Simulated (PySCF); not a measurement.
PySCF job for Ga(F)(Me)(OH) (CH4FGaO), SMILES [CH3][Ga]([OH])[F], IEF-PCM-M06-2X/def2-SVP. Geometry: PBE0-D3(BJ)/def2-SVP. The structure was generated by enumeration; whether it is a known compound was not checked. The values are those of a single conformer.

```python
import numpy as np
from pyscf import gto, scf, dft
from pyscf.solvent import pcm

mol = gto.M(
    atom='''
    Ga    0.01127202   -0.00090337   -0.00000000
    F    -1.56353301    0.78943577    0.00000000
    C     0.19681615   -1.92798450    0.00000000
    H    -0.29188384   -2.34945111    0.89040232
    H     1.25829978   -2.20960585    0.00000000
    H    -0.29188383   -2.34945111   -0.89040231
    O     1.35066760    1.16450429    0.00000000
    H     1.06159472    2.08346343    0.00000000
    ''',
    basis='def2-SVP',
    charge=0,
    spin=0,
    max_memory=1600,
    verbose=3,
)
mf = dft.RKS(mol, xc='m06-2x').density_fit(auxbasis='def2-universal-jkfit')
mf.grids.level = 4
mf.conv_tol = 1e-9
mf.max_cycle = 100
mf.kernel()
res = {}
for name, eps in {'water': 78.355, 'chloroform': 4.7113, 'n-hexane': 1.8819}.items():
    s = mf.PCM()
    s.with_solvent.method, s.with_solvent.eps, s.with_solvent.lebedev_order = 'IEF-PCM', eps, 29
    s.kernel(mf.make_rdm1())
    res[name] = (s.e_tot, eps, s.dip_moment(), s.mo_energy, s.converged)
    print(f'{name}: electrostatic solvation free energy {(s.e_tot - mf.e_tot) * 627.509474:.3f} kcal/mol')
```

Program output:

```
converged SCF energy = -2140.01413914805

WARN: PCM is an experimental feature. It is still in testing.
Features and APIs may be changed in the future.

converged SCF energy = -2140.02802424674
Dipole moment(X, Y, Z, Debye):  0.59285, -1.39943,  0.00000
water: electrostatic solvation free energy -8.713 kcal/mol

WARN: PCM is an experimental feature. It is still in testing.
Features and APIs may be changed in the future.

converged SCF energy = -2140.02417811331
Dipole moment(X, Y, Z, Debye):  0.60621, -1.37302, -0.00000
chloroform: electrostatic solvation free energy -6.300 kcal/mol

WARN: PCM is an experimental feature. It is still in testing.
Features and APIs may be changed in the future.

converged SCF energy = -2140.01934510684
Dipole moment(X, Y, Z, Debye):  0.60694, -1.31974, -0.00000
n-hexane: electrostatic solvation free energy -3.267 kcal/mol
```

The run converged.
